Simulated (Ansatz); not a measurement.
Program: Ansatz. Geometries: PBE0-D4/def2-TZVP. ΔE: electronic, gas phase. CCSD(T)/CBS is the MP2 limit (def2-TZVPP, def2-QZVPP) plus CCSD(T) − MP2 in def2-TZVPP, frozen cores. Functionals use def2-TZVPP. For Ti outer-core shells are correlated without core-valence functions, which leaves a few kJ/mol of doubt a bond. Scalar relativity is left out up to krypton. One conformer a species, not always the lowest.

Consider the substitution at a C–C bond: `C[C@H]1N[Si@H]1C` + `[OH][Ti]([F])([SH])[Cl]` → `C[O][Ti]([F])([SH])[Cl]` + `C[SiH]1CN1`.

`C[C@H]1N[Si@H]1C`:

Z-matrix (Å, degrees):
```
C
C 1 1.504
H 1 1.093 2 110.8
H 1 1.092 2 111.2 3 120.3
H 1 1.096 2 111.1 3 -120.1
N 2 1.500 1 115.3 3 -168.0
Si 2 1.835 1 127.2 3 -96.0
H 2 1.092 1 113.1 3 57.5
H 6 1.009 2 116.3 1 -119.2
C 7 1.855 2 125.6 1 -3.2
H 7 1.486 2 117.2 1 152.5
H 10 1.093 7 110.9 2 99.8
H 10 1.093 7 110.6 2 -140.4
H 10 1.091 7 110.2 2 -20.7
```

`[OH][Ti]([F])([SH])[Cl]`:

Z-matrix (Å, degrees):
```
Ti
F 1 1.748
S 1 2.276 2 108.8
O 1 1.752 2 112.9 3 115.6
Cl 1 2.197 2 108.6 3 -120.1
H 3 1.348 1 91.0 2 -52.1
H 4 0.958 1 146.1 2 -5.6
```

`C[O][Ti]([F])([SH])[Cl]`:

Cartesian coordinates in Å:
```
C 0.926 1.766 0.058
O 0.322 0.513 -0.049
Ti -0.477 -0.983 -0.376
F 0.520 -2.084 -1.314
S -0.866 -1.855 1.695
Cl -2.371 -0.630 -1.443
H 1.855 1.780 -0.516
H 0.249 2.534 -0.324
H 1.148 1.971 1.108
H -1.305 -3.013 1.162
```

`C[SiH]1CN1`:

```xyz
11

C    -0.188    1.582   -0.508
Si    0.690   -0.012   -0.122
C    -0.072   -1.226    1.014
N    -0.011   -1.548   -0.449
H    -0.060    1.855   -1.558
H    -1.257    1.491   -0.303
H     0.210    2.399    0.099
H     2.153    0.073   -0.334
H    -1.052   -0.979    1.423
H     0.482   -1.918    1.644
H    -0.895   -1.717   -0.906
```

| level | ΔE (kcal/mol) |
| --- | --- |
| r2SCAN-D4 | 10.4 |
| PBE0-D4 | 10.7 |

Question: What does CCSD(T)/CBS give? (An estimate is asked.)

Answer: Computed: +10.7 kcal/mol. The listed levels differ from it by -0.3, 0.0 kcal/mol.

Largest T1 diagnostic among the species: 0.025, so the coupled-cluster value is less sure than usual.

The D4 term adds +0.8 kcal/mol with B3LYP and +0.4 kcal/mol with PBE0; it sums over pairs of atoms, weighted by their polarisabilities, and B3LYP, whose exchange is more repulsive, gets the larger term. In def2-TZVPP, CCSD(T) changes the Hartree–Fock value by +1.9 kcal/mol (the triples alone add −0.3 kcal/mol) and MP2 by +2.6 kcal/mol.

B3LYP here is the variant with VWN-RPA as its local correlation; programs differ in this.
